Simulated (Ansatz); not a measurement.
# Which method gave which barrier?

Saddle point of CH$_{4}$BBr, closed shell (CH₄BBr ([CH3][BH][Br]) → CH₃B ([BH][CH2]) + HBr; bonds formed: Br2–H4; bonds broken: B1–Br2, C3–H4), PBE0-D4/def2-TZVP structure:

```csv
atom,x (Å),y (Å),z (Å)
B1,-0.1234,-0.2678,0.7364
Br2,2.3026,-0.1378,-0.2386
C3,-0.9015,-0.0321,-0.3985
H4,1.0652,0.6885,-0.2811
H5,0.2056,-0.3667,1.8606
H6,-1.9448,0.2413,-0.2443
H7,-0.6036,-0.1254,-1.4345
```

Computed with Ansatz 0.2.0 (basis: def2-TZVPP, with def2-QZVPP for the basis limit); correlated methods freeze the cores. Filled d shells of the heavier atoms are correlated. The def2 sets are not built for correlating such inner shells, so the correlated values are less sure here. Extrapolation: Hartree–Fock as exp(−7.88 √X), correlation as X^−2.97. Four methods, as single points on the PBE0-D4 structures, gave these electronic barriers from the start structure: 65.40, 68.71, 70.70, 79.46 kcal/mol.

Q: The methods were, in alphabetical order, CCSD(T), HF, PBE-D4, r2SCAN-D4. Which gave which? (Judge from chemistry; the calculation decides.)

A: By the calculation: PBE-D4 65.40; r2SCAN-D4 68.71; CCSD(T) 70.70; HF 79.46 kcal/mol. For comparison, CCSD(T) at an estimated basis limit (MP2 extrapolated from triple and quadruple zeta, plus CCSD(T) − MP2 in triple zeta) gives 70.54 kcal/mol.

T1 diagnostic: at most 0.011.

Labels in which every atom is bracketed show which atoms are joined, not bond orders.

For scale, one of the runs: CCSD(T)/def2-TZVPP, 166 basis functions, launched by `ansatz run in.yaml --threads 2 --pin off --events-out ev --progress --plain --max-ram 4352MiB`. The run took 20 s on 2 CPU threads of an Intel Xeon 6975P-C (shared host), with 1.5 GiB of host memory at its peak.
